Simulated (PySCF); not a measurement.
**Electron correlation in Ga (gallium, neutral)**

[Ar] 3d10 4s2 5s1, 2S determinant (an excited configuration). All numbers are calculated (PySCF 2.14, scalar relativity by spin-free X2C-1e, in aug-cc-pVDZ-DK (6s5p3d, 36 functions)). Frozen: [Ar] 3d10; 3 electrons correlated.

```
  level  correlation energy (mhartree)
   CCSD                         -41.89
    (T)                          -0.57
CCSD(T)                         -42.46
  CCSDT                         -42.76
    FCI                         -42.76
```

Diagnostics: T1 = 0.0099, D1 = 0.0239, largest double amplitude 0.081, weight of the Hartree-Fock determinant in FCI 0.9420 (5082 determinants).

The outer electron is Rydberg-like, and this basis confines it to a smaller radius and binds it less than a complete one would.

Cost of the coupled-cluster step: of the order of 0.3 core-seconds, for 3 correlated electrons.

Iterations:

```
CC2 = 0
CCSD nocc = (np.int64(2), np.int64(1)), nmo = (22, 22)
frozen orbitals [[0, 1, 2, 3, 4, 5, 6, 7, 8, 9, 10, 11, 12, 13], [0, 1, 2, 3, 4, 5, 6, 7, 8, 9, 10, 11, 12, 13]]
max_cycle = 100
direct = 0
conv_tol = 1e-08
conv_tol_normt = 1e-06
diis_space = 8
diis_start_cycle = 0
Init t2, MP2 energy = -0.0288600084946271
Init E_corr(UCCSD) = -0.028860008541872
cycle = 1  E_corr(UCCSD) = -0.0373896467248653  dE = -0.00852963818  norm(t1,t2) = 0.0536146
cycle = 2  E_corr(UCCSD) = -0.0401530872657244  dE = -0.00276344054  norm(t1,t2) = 0.020981
cycle = 3  E_corr(UCCSD) = -0.0418693822155053  dE = -0.00171629495  norm(t1,t2) = 0.00899903
cycle = 4  E_corr(UCCSD) = -0.0418767182355279  dE = -7.33602002e-06  norm(t1,t2) = 0.00149419
cycle = 5  E_corr(UCCSD) = -0.0419004703155123  dE = -2.375208e-05  norm(t1,t2) = 0.000558545
cycle = 6  E_corr(UCCSD) = -0.0418903148946184  dE = 1.01554209e-05  norm(t1,t2) = 0.000208549
cycle = 7  E_corr(UCCSD) = -0.0418982107683033  dE = -7.89587368e-06  norm(t1,t2) = 4.56263e-05
cycle = 8  E_corr(UCCSD) = -0.0418934342602527  dE = 4.77650805e-06  norm(t1,t2) = 2.00007e-05
cycle = 9  E_corr(UCCSD) = -0.0418944432307095  dE = -1.00897046e-06  norm(t1,t2) = 6.2143e-06
cycle = 10  E_corr(UCCSD) = -0.0418946212595327  dE = -1.78028823e-07  norm(t1,t2) = 5.72688e-06
cycle = 11  E_corr(UCCSD) = -0.0418946365334478  dE = -1.52739151e-08  norm(t1,t2) = 2.75598e-06
cycle = 12  E_corr(UCCSD) = -0.0418946426740434  dE = -6.14059554e-09  norm(t1,t2) = 3.83392e-07
UCCSD converged
E(UCCSD) = -1942.01880521517  E_corr = -0.04189464267404337
UCCSD(T) correction = -0.000569788059096185
```
